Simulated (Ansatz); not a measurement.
Species: thiophen-3-ylsilane, C₄H₆SSi (charge 0, singlet). SMILES: c1c([SiH3])ccs1
Geometry: optimised at B3LYP-D3(BJ)/def2-TZVP (Ansatz, a first-principles code).

Atomisation energy built up term by term with Ansatz (kcal/mol; UHF references for open shells; valence terms freeze the core; atomic spin-orbit terms are left out). Basis-set limits of correlation are two-point, X^-3; Hartree-Fock from the larger set.

The Hartree-Fock reference is unstable (checked in the largest basis), which strains HF and MP2. 

```json
[
 {"term": "Hartree-Fock", "basis": "cc-pV(Q+d)Z", "kcal/mol": "859.73"},
 {"term": "CCSD correlation", "basis": "CBS(cc-pV(T+d)Z,cc-pV(Q+d)Z)", "kcal/mol": "288.45"},
 {"term": "(T)", "basis": "CBS(cc-pV(T+d)Z,cc-pV(Q+d)Z)", "kcal/mol": "25.56"},
 {"term": "core correlation", "basis": "cc-pwCVTZ", "kcal/mol": "4.89"},
 {"term": "scalar relativity (X2C)", "basis": "cc-pVTZ-DK against cc-pVTZ", "kcal/mol": "-1.70"},
 {"term": "sum: De", "basis": "", "kcal/mol": "1176.9"}
]
```

(T) makes 2.2 % of the CCSD(T) atomisation energy; under 5 % is typical of single-reference molecules.
